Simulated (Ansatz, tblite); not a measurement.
Removing and adding an electron: Li₁₂. Total charge 0; singlet. Geometry: PBE0/def2-SVP. Ansatz, gas phase; energy differences of separate SCF runs; the oxidised species was run as a doublet alone; the reduced species was run as a doublet alone.

```csv
atom,x (Å),y (Å),z (Å)
Li1,-0.3647,0.7434,-2.3011
Li2,-1.2773,-3.1322,1.0628
Li3,-1.7182,-2.4008,-2.0987
Li4,1.4753,-0.5552,1.8912
Li5,-0.2122,1.9065,0.5145
Li6,2.0716,0.8866,-0.5736
Li7,1.3102,-2.3829,-0.9695
Li8,-1.4741,-0.2558,2.4639
Li9,-2.9743,-0.2146,-0.3565
Li10,2.3150,2.6641,1.8315
Li11,-0.5035,-0.8567,-0.0546
Li12,1.3523,3.5974,-1.4098
```

The xTB rows come from tblite. The structure comes from a short search, and lower isomers may exist.

```csv
level,−HOMO (eV),vertical IE (eV),−LUMO (eV),vertical EA (eV),HOMO–LUMO gap (eV),IE − EA (eV),remarks
GFN1-xTB,10.00,–,9.71,8.23,0.29,–,–
GFN2-xTB,5.58,7.05,5.24,3.67,0.34,3.39,–
PBE/def2-TZVP,2.62,3.99,2.19,–,0.44,–,restricted SCF unstable in HF (singlet)
PBE/def2-TZVPD,2.62,–,2.19,0.98,0.43,–,"HOMO above zero (-1 doublet), restricted SCF unstable in HF (singlet), spin-contaminated (⟨S²⟩ 0.92) (-1 doublet)"
r2SCAN/def2-TZVP,2.60,3.84,2.09,–,0.51,–,"restricted SCF unstable in HF (singlet), spin-contaminated (⟨S²⟩ 0.99) (+1 doublet)"
PBE0/def2-TZVP,3.02,3.94,1.72,–,1.30,–,restricted SCF unstable in HF (singlet)
```

Run but left out: r2SCAN/def2-TZVPD, PBE0/def2-TZVPD (charge -1 doublet: ⟨S²⟩ 1.07 to 1.54, where a pure state has 0.75).   A HOMO above zero means that the electron is unbound at that level or that self-interaction error raises the level; the energy of removing that electron tells which. Raw xTB energy differences between charge states are shifted by several eV; the methods need an empirical correction for them.
